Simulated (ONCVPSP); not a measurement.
# Cutoff test, platinum, ONCV

```json
{
  "Element": "Pt (Z = 78)",
  "Generator": "ONCVPSP 4.0.1",
  "Type": "optimised norm-conserving Vanderbilt (ONCV)",
  "Functional": "LDA (Perdew-Zunger)",
  "Relativity": "fully relativistic",
  "Frozen core": "[Kr] 4d10 4f14 5s2",
  "Valence charge": "16",
  "Reference configuration": "5p6 5d9 6s1",
  "Partial waves": "6s: rc 2.35 bohr, ncon 3, nbas 7, qcut 3.1 1/bohr, 2 projectors, debl 2.3 Ha; 5p: rc 1.45 bohr, ncon 5, nbas 9, qcut 8.5 1/bohr, 2 projectors, debl 3.6 Ha; 5d: rc 2.35 bohr, ncon 3, nbas 7, qcut 5.4 1/bohr, 2 projectors, debl 1 Ha",
  "Local potential": "polynomial inside 1.40 bohr (lpopt 5, dvloc0 0 Ha)",
  "Core correction": "Teter function, fcfact 3, rcfact 1"
}
```

Open shells are filled in proportion to 2j + 1.

Question: For each optimised wave give the share of its norm inside rc, the residual kinetic energy above qcut (Ha) and the cutoffs (Ha) for errors of 10, 1, 0.1 and 0.01 mHa per electron.

Answer:

```
               wave  norm inside rc  residual KE  10 mHa  1 mHa  0.1 mHa  0.01 mHa
                 6s           0.336      3.2e-04     2.7    4.1      9.4      25.9
      s projector 2           0.134      1.5e-02     5.3    9.1     25.9      32.0
           5p j=3/2           0.813      1.8e-04    24.0   31.2     49.4     120.2
p projector 2 j=3/2           0.056      1.0e-04    19.1   29.5     36.2      79.9
           5p j=1/2           0.883      1.9e-04    21.9   30.7     52.0     121.2
p projector 2 j=1/2           0.062      1.3e-04    12.2   29.3     37.8      94.0
           5d j=5/2           0.818      5.6e-05    10.1   12.2     14.3      35.8
d projector 2 j=5/2           0.205      1.4e-04    10.5   12.9     14.9      30.6
           5d j=3/2           0.850      7.2e-05    10.3   12.4     14.5      38.5
d projector 2 j=3/2           0.203      1.7e-04    10.7   13.1     15.1      36.9
```

The occupied waves need 31 Ha and 52 Ha for 1 and 0.1 mHa. Note: ghosts flagged at negative energy: s at -99.9 eV; GHOST(+) flagged for d5/2 at 369.9 eV, d3/2 at 432.6 eV. A true bound ghost makes a file unfit for plane-wave use.
